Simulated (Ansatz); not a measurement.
`F[Si@@H]1O[C@H]1[SiH3]` → `F[SiH]1CO1` + `[SiH2]`  (silylene formation by 1,1-elimination)

Computed with Ansatz on PBE0-D4/def2-TZVP structures; ΔE is electronic, products minus reactants. CBS: MP2 limit from def2 TZ/QZ plus the TZ coupled-cluster correction, frozen cores. This one scheme is used for every species. Functionals use def2-TZVPP.

**Question.** Is it downhill or uphill in electronic energy at CCSD(T)/CBS, and by how much? (Estimate.)

**Answer.** Ansatz gave: Uphill: ΔE = +236.1 kJ/mol.

**Question.** What do these levels give: r2SCAN-D4, r2SCANh-D4, ωB97M-V, r2SCANh, CCSD(T)/def2-TZVPP, CCSD/CBS(def2)? (Estimate.)

**Answer.** Ansatz gave: r2SCAN-D4 255.5, r2SCANh-D4 255.5, ωB97M-V 230.8, r2SCANh 253.1, CCSD(T)/def2-TZVPP 228.8, CCSD/CBS(def2) 230.5 kJ/mol.

Largest T1 diagnostic among the species: 0.014.

Leaving LDA and LC-ωPBE aside and taking each functional with its dispersion term where it has one, the values, not all of them listed here, spread over 32.2 kJ/mol, from BLYP-D4 to r2SCAN0-D4. LDA lies +34.1 kJ/mol from PBE without D4. From PBE to PBE0 (25 % exact exchange), in def2-TZVPP and without D4, ΔE moves by +7.4 kJ/mol. In def2-TZVPP, CCSD(T) changes the Hartree–Fock value by +16.4 kJ/mol (the triples alone add +5.6 kJ/mol) and MP2 by +36.3 kJ/mol.
